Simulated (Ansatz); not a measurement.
Geometry optimisation of C$_{2}$H$_{5}$AlF$_{2}$O, SMILES `[OH][Al]([F])[CH2]CF`.

```yaml
crystal:
  periodic: [false, false, false]
  atoms:
    - {symbol: O, position_ang: [1.027515, 1.217948, -1.659394]}
    - {symbol: Al, position_ang: [0.757209, -0.398547, -1.169055]}
    - {symbol: F, position_ang: [1.379272, -1.667364, -2.076399]}
    - {symbol: C, position_ang: [-0.282360, -0.742989, 0.446022]}
    - {symbol: C, position_ang: [-0.750493, 0.481534, 1.208760]}
    - {symbol: F, position_ang: [-1.486921, 0.111673, 2.333554]}
    - {symbol: H, position_ang: [1.533983, 1.469077, -2.447806]}
    - {symbol: H, position_ang: [-1.159183, -1.363109, 0.150676]}
    - {symbol: H, position_ang: [0.330113, -1.394328, 1.109623]}
    - {symbol: H, position_ang: [0.111599, 1.098284, 1.550702]}
    - {symbol: H, position_ang: [-1.395334, 1.130820, 0.574017]}
basis:
  gaussian: {orbitals: def2-TZVP}
hamiltonian: {xc: pbe0, dispersion: d4}
relax: {f_tol: 0.005, max_steps: 150}
```

```sh
$ ansatz run in.yaml --threads 4 --pin off --events-out ev --progress --plain --max-ram 10444MiB
```

It prints (some lines left out):

```
Functional definition: PBE0
mean field -16228.35091087 eV, -596.3808960030 hartree, gradient 6.1e-5 eV, S^2 0.000000; 0 other end points of the search recorded, 0 dependent functions left out
relax step   1: F+E_penalty+E_count = -16228.51275330 eV  Δ(F+E_penalty+E_count) = +0.000e0 eV  max|allowed force component| = 6.158e-1 eV/Å  Δτ_max = 0.0000 Å  (28 SCF iters, accepted)
mean field -16228.39623018 eV, -596.3825614571 hartree, gradient 1.1e-5 eV, S^2 0.000000; 0 other end points of the search recorded, 0 dependent functions left out
relax step   2: F+E_penalty+E_count = -16228.55851777 eV  Δ(F+E_penalty+E_count) = -4.576e-2 eV  max|allowed force component| = 3.732e-1 eV/Å  Δτ_max = 0.0241 Å  (33 SCF iters, accepted)
mean field -16228.40525360 eV, -596.3828930615 hartree, gradient 1.1e-5 eV, S^2 0.000000; 0 other end points of the search recorded, 0 dependent functions left out
relax step   3: F+E_penalty+E_count = -16228.56787088 eV  Δ(F+E_penalty+E_count) = -9.353e-3 eV  max|allowed force component| = 5.389e-2 eV/Å  Δτ_max = 0.0191 Å  (33 SCF iters, accepted)
mean field -16228.40544508 eV, -596.3829000983 hartree, gradient 1.1e-5 eV, S^2 0.000000; 0 other end points of the search recorded, 0 dependent functions left out
relax step   4: F+E_penalty+E_count = -16228.56807444 eV  Δ(F+E_penalty+E_count) = -2.036e-4 eV  max|allowed force component| = 2.857e-2 eV/Å  Δτ_max = 0.0031 Å  (34 SCF iters, accepted)
mean field -16228.40570278 eV, -596.3829095688 hartree, gradient 1.1e-5 eV, S^2 0.000000; 0 other end points of the search recorded, 0 dependent functions left out
relax step   5: F+E_penalty+E_count = -16228.56833657 eV  Δ(F+E_penalty+E_count) = -2.621e-4 eV  max|allowed force component| = 1.068e-2 eV/Å  Δτ_max = 0.0100 Å  (33 SCF iters, accepted)
mean field -16228.40569299 eV, -596.3829092089 hartree, gradient 1.1e-5 eV, S^2 0.000000; 0 other end points of the search recorded, 0 dependent functions left out
relax step   6: F+E_penalty+E_count = -16228.56837071 eV  Δ(F+E_penalty+E_count) = -3.415e-5 eV  max|allowed force component| = 8.002e-3 eV/Å  Δτ_max = 0.0058 Å  (33 SCF iters, accepted)
mean field -16228.40568607 eV, -596.3829089547 hartree, gradient 1.1e-5 eV, S^2 0.000000; 0 other end points of the search recorded, 0 dependent functions left out
relax step   7: F+E_penalty+E_count = -16228.56837736 eV  Δ(F+E_penalty+E_count) = -6.650e-6 eV  max|allowed force component| = 3.339e-3 eV/Å  Δτ_max = 0.0027 Å  (34 SCF iters, accepted)
mean field -16228.40568607 eV, -596.3829089547 hartree, gradient 1.1e-5 eV, S^2 0.000000; 1 other end points of the search recorded, 0 dependent functions left out
Total energy: -16228.56841048 eV, -596.3888889665 hartree
Atom 0 at     1.034269     1.199181    -1.646276 Å, force     0.000070     0.002527    -0.001475 eV/Å
Atom 1 at     0.751203    -0.390913    -1.164588 Å, force     0.002351    -0.000485     0.000847 eV/Å
Atom 2 at     1.346789    -1.643715    -2.057076 Å, force    -0.000725    -0.000142    -0.001062 eV/Å
Atom 3 at    -0.278689    -0.745190     0.442900 Å, force    -0.000306    -0.001378     0.001861 eV/Å
Atom 4 at    -0.739884     0.478112     1.186384 Å, force    -0.003339     0.002128     0.002092 eV/Å
Atom 5 at    -1.471307     0.118731     2.313994 Å, force     0.001773    -0.000544    -0.002301 eV/Å
Atom 6 at     1.526749     1.463877    -2.421087 Å, force    -0.000583    -0.001794     0.001820 eV/Å
Atom 7 at    -1.143690    -1.356621     0.159130 Å, force    -0.000269     0.000849     0.000732 eV/Å
Atom 8 at     0.329236    -1.376042     1.102143 Å, force     0.000567     0.000386    -0.000933 eV/Å
Atom 9 at     0.100386     1.086992     1.532622 Å, force     0.000368    -0.001209    -0.001059 eV/Å
Atom 10 at    -1.389661     1.108587     0.572554 Å, force     0.000094    -0.000339    -0.000523 eV/Å
Dipole moment:     0.201484     0.166943    -0.317605 e Å
```

It took 110 s on 4 threads of a server CPU on a shared host, with 0.6 GiB of host memory at the peak.
